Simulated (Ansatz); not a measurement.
# Abstraction of F: CH7FSi2 + C2H3F2Si → SiH2(CH3)(SiH2) + C2H3F3Si

Gas-phase species: CH7FSi2 `C[SiH2][SiH2]F`, singlet; C2H3F2Si `C=C[Si](F)F`, doublet; SiH2(CH3)(SiH2), doublet; C2H3F3Si `C=C[Si](F)(F)F`, singlet. A radical takes F: the energy is the difference in strength between two Si–F bonds in different surroundings.

Shapes, held fixed at every level: PBE0-D4/def2-TZVP. Flexible molecules stand in one conformer, not always the lowest. Programs: Ansatz 0.2.0. The zero-point and thermal change to 298 K, harmonic and unscaled (PBE0-D4/def2-TZVP), is -1.6 kJ/mol.

| level | kind | ΔH(298 K) (kJ/mol) | less CCSD(T)/CBS estimate |
| --- | --- | --- | --- |
| MP2/def2-TZVPP | perturbation theory | -88.2 | -8.5 |
| r2SCAN-D4/def2-TZVPP | meta-GGA | -76.9 | +2.8 |
| B3LYP-D4/def2-TZVPP | global hybrid | -70.2 | +9.5 |
| BHLYP-D4/def2-TZVPP | global hybrid | -77.7 | +2.0 |
| B2PLYP/def2-TZVPP | double hybrid | -72.8 | +6.9 |
| CCSD(T)/def2-SVP | coupled cluster or CI | -87.4 | -7.7 |
| CCSD(T)/CBS estimate | coupled cluster or CI | -79.7 | 0.0 |

The highest level, CCSD(T)/CBS estimate, gives ΔH(298 K) = -79.7 kJ/mol; the levels span -88.2 to -70.2. The column of differences is taken from that level and isn't an error. No measured value is set beside it here. Spin contamination: C2H3F2Si (⟨S²⟩ up to 0.81). Open shells run unrestricted. The CBS estimate extrapolates MP2 from def2-TZVPP and def2-QZVPP and adds CCSD(T) − MP2 in the triple-zeta set, cores frozen.
